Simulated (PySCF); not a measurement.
## Computed properties of YCl2, SMILES [Cl][Y+][Cl], charge +1

YCl₂, SMILES [Cl][Y+][Cl], charge +1. The structure is a stationary point at B3LYP-D3(BJ)/def2-TZVP. The multiplicity is an assumed one; other spin states were not compared. The isomer is the one that the SMILES or the coordinates give; other isomers of the formula were not compared. The def2 effective core potentials stand for the cores of Y; spin–orbit coupling is left out. The values are those of a single conformer. All values are computed for the isolated molecule unless a solvent is named; none is compared with measurement here.

**Structure.** The optimised structure has C2v symmetry. All 3 harmonic modes at B3LYP-D3(BJ)/def2-TZVP (PySCF) are real, so it is a minimum. With heavy atoms numbered as in [Y+:1]([Cl:2])[Cl:3], the shortest bond between them is Y1–Cl2 at 2.356 Å and the longest Y1–Cl3 at 2.356 Å.

**Vibrations.** The strongest infrared lines (harmonic, unscaled, degenerate partners summed) lie at 427 cm⁻¹ (136 km/mol, Cl 65 %, Y 35 %), 413 cm⁻¹ (29 km/mol, Cl 78 %, Y 22 %), 90 cm⁻¹ (8 km/mol, Cl 78 %, Y 22 %). The softest mode is at 90 cm⁻¹ and the zero-point energy is 1.3 kcal/mol.

**Electronic structure.** CAM-B3LYP/def2-TZVPD (PySCF) places the frontier levels at -15.13 and -7.33 eV, a gap of 7.80 eV and a mean polarisability of 53.6 bohr³. PBE/def2-TZVPD (PySCF) at the same geometry gives -12.53 and -8.78 eV, so its gap is 4.05 eV narrower. An orbital gap is neither the optical nor the fundamental gap.

**Excitations.** TDA-CAM-B3LYP/def2-SVPD (PySCF) has S1 at 4.61 eV (269 nm, f = 0.006, weak); the most intense of the 10 singlets computed lies at 4.95 eV (f = 0.03). T1 (TDA) is at 4.58 eV, 0.03 eV under S1. TDA-PBE/def2-SVPD (PySCF) puts S1 at 3.77 eV. No vertical singlet excitation falls in the visible range (under 3.1 eV).
